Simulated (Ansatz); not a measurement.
A nudged elastic band was laid between two geometries of FH$_{2}$SeSi (5 atoms, charge -1, multiplicity 1).

The calculation used RKS B3LYP/def2-SVP in Ansatz 0.2.0.

```json
{"movable images": "5", "climbing image": "yes", "spring": "5.0 eV/Å²", "optimiser": "quadratic models (default)", "start path": "IDPP", "force threshold": "0.05 eV/Å", "iteration limit": "60", "end points": "relaxed"}
```

Initial state:

```xyz
5
Properties=species:S:1:pos:R:3
F -0.704 -0.992 1.499
Si -1.000 -0.121 0.073
Se 1.286 0.531 -0.614
H -0.851 -1.308 -0.931
H 1.270 1.891 -0.027
```

Final state:

```xyz
5
Properties=species:S:1:pos:R:3
F -0.914 -0.662 1.544
Si -0.217 -1.179 0.085
Se 1.554 0.515 -0.285
H -1.198 -0.437 -0.870
H 0.775 1.763 -0.474
```

Q: Which bonds break or form, and what moves?

A: No bond is made or broken. The height of Si2 over the plane of its neighbours goes from -0.94 to 0.91 Å.

Q: What energy profile does the band end with?

A: The run converged. The highest image is number 3 of 0 to 6, 52.9 kcal/mol above the first end and 51.7 kcal/mol above the last; the last end lies 1.2 kcal/mol above the first. Neighbouring images differ by up to 1.4 eV, so the band resolves the path poorly. A vibrational analysis at the climbing image gives one clearly imaginary mode, 824i cm⁻¹: a first-order saddle point. Limits of this set-up: an anion without diffuse functions, the dipole of an ion depends on the origin.

| image | path coordinate (Å) | energy (kcal/mol) | height of Si2 over the plane of its neighbours (Å) |
| --- | --- | --- | --- |
| 0 | 0.00 | 0.0 | -0.94 |
| 1 | 0.41 | 1.5 | -0.89 |
| 2 | 0.81 | 23.7 | -0.55 |
| 3 | 1.22 | 52.9 | -0.12 |
| 4 | 1.72 | 20.2 | 0.45 |
| 5 | 2.22 | 3.5 | 0.81 |
| 6 | 2.71 | 1.2 | 0.91 |

Q: What is the geometry of the highest image?

A: 
```xyz
5
Properties=species:S:1:pos:R:3
F -0.804 -1.041 1.607
Si -0.399 -0.549 0.047
Se 1.381 0.635 -0.357
H -1.224 -1.285 -0.932
H 1.047 2.241 -0.365
```

Run time: 120 s on 1 CPU thread of a shared host.
